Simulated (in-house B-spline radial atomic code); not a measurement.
A radial electron density 4πr²n(r) was computed for an atom or ion in its tabulated ground configuration with a B-spline radial code for spherical atoms; method: non-relativistic wB97X, spin-polarised, spherical fractional occupations. Columns: r (bohr), 4πr²n(r) (electrons per bohr), bar.

```
 0.00168    1.705 #
 0.00208    2.525 ##
 0.00258    3.721 ##
 0.00319    5.398 ####
 0.00395    7.753 #####
  0.0049       11 #######
 0.00606    15.23 ##########
 0.00751    20.65 ##############
  0.0093    27.17 ##################
  0.0115    34.45 #######################
  0.0143    42.03 ############################
  0.0177    48.43 ################################
  0.0219    52.51 ###################################
  0.0271     53.3 ####################################
  0.0336    50.88 ##################################
  0.0416    47.21 ################################
  0.0515     45.7 ###############################
  0.0638    49.36 #################################
   0.079    57.71 #######################################
  0.0979    65.53 ############################################
   0.121     65.8 ############################################
    0.15    56.78 ######################################
   0.186    45.94 ###############################
    0.23    43.47 #############################
   0.285    49.23 #################################
   0.354    51.41 ##################################
   0.438    41.22 ############################
   0.542    24.75 #################
   0.672    14.01 #########
   0.832     12.2 ########
    1.03    12.75 #########
    1.28    10.52 #######
    1.58    6.633 ####
    1.96     3.43 ##
    2.43    1.682 #
       3   0.8417 #
    3.72   0.3808 
    4.61   0.1341 
    5.71  0.03337 
    7.07 0.005209 
    8.76 0.0004199 
    10.8 1.665e-05
```

(1) Which atom or ion is it?
A. Ru+
B. Pd2+
C. Tc+
D. Tc

Results:

(1) C. The area under the curve, ∫4πr²n dr = ∫r·4πr²n d(ln r) on this logarithmic grid, is 42 electrons, which only this option has. The configuration is [Kr] 4d5 5s1.
